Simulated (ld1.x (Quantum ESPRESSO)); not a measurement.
## u(r) = r·R(r): atom against pseudo-atom (magnesium)

Columns: radius, all-electron u(r) and pseudo u(r) of the 2p shell (level -66.83 eV) of magnesium in the configuration [He] 2s2 2p6 3s0 3p0; LDA (PZ), scalar-relativistic, TM semilocal scheme, ld1.x (Quantum ESPRESSO) 7.5.

```
r (bohr)  all-electron  pseudo
   0.057        0.1250  0.0433
   0.115        0.3687  0.1694
   0.172        0.6119  0.3555
   0.230        0.8189  0.5795
   0.288        0.9725  0.8053
   0.345        1.0731  0.9987
   0.402        1.1304  1.1421
   0.460        1.1531  1.2264
   0.518        1.1481  1.2508
   0.575        1.1234  1.2274
   0.632        1.0848  1.1722
   0.690        1.0358  1.0985
   0.747        0.9817  1.0206
   0.805        0.9232  0.9433
   0.862        0.8644  0.8728
   0.920        0.8046  0.8070
   0.977        0.7469  0.7473
   1.035        0.6901  0.6902
   1.092        0.6366  0.6366
   1.150        0.5849  0.5849
   1.208        0.5362  0.5362
   1.265        0.4912  0.4912
   1.322        0.4492  0.4492
   1.380        0.4094  0.4094
   1.438        0.3726  0.3726
   1.495        0.3391  0.3391
```

Task: How many radial nodes do the two functions have?

Result: The all-electron 2p function has n − l − 1 = 0; the pseudo-wave has 0.

Task: At about which radius was the pseudo-wave matched?

Result: 1.10 bohr. The columns agree to 0.0005 from 0.98 bohr on; several derivatives are matched, so the curves merge somewhat inside the radius.

Task: Is the pseudo-wave norm-conserving?

Result: Yes: the TM semilocal scheme keeps the norm inside the radius equal to the all-electron one, which fixes the energy derivative of the logarithmic derivative at the level.
